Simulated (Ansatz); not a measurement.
Mulliken charges of `CBCF` from B3LYP/def2-TZVPP in Ansatz (PBE0-D4/def2-TZVP geometry).

| atom | x (Å) | y (Å) | z (Å) | charge (e) |
| --- | --- | --- | --- | --- |
| C1 | -0.531 | 1.238 | 0.217 | -0.303 |
| B2 | 0.007 | 0.029 | -0.603 | -0.028 |
| C3 | 0.537 | -1.238 | 0.128 | 0.107 |
| F4 | 0.995 | -2.259 | -0.691 | -0.262 |
| H5 | -1.565 | 1.450 | -0.081 | 0.103 |
| H6 | -0.499 | 1.125 | 1.303 | 0.085 |
| H7 | 0.026 | 2.142 | -0.056 | 0.103 |
| H8 | 0.013 | 0.068 | -1.801 | 0.039 |
| H9 | -0.254 | -1.648 | 0.775 | 0.078 |
| H10 | 1.354 | -0.958 | 0.812 | 0.078 |

Problem. By hand: the dipole of these point charges (1 e Å = 4.8032 D).

Solution. Σ q r = (-0.157, 0.348, 0.296) e Å, of length 0.483 e Å = 2.32 D.

Problem. How does the dipole of the full density compare? (Best estimate.)

Solution. The calculation gave: (-0.156, 0.348, 0.290) e Å, 2.30 D; the point charges give 1.01 times that, at 1° from its direction.

Point charges leave out the atoms' own dipoles, such as those of lone pairs, and Mulliken's split depends on the basis, so the close match here is no proof of good charges.

B3LYP here is the variant with VWN-RPA as its local correlation; programs differ in this.
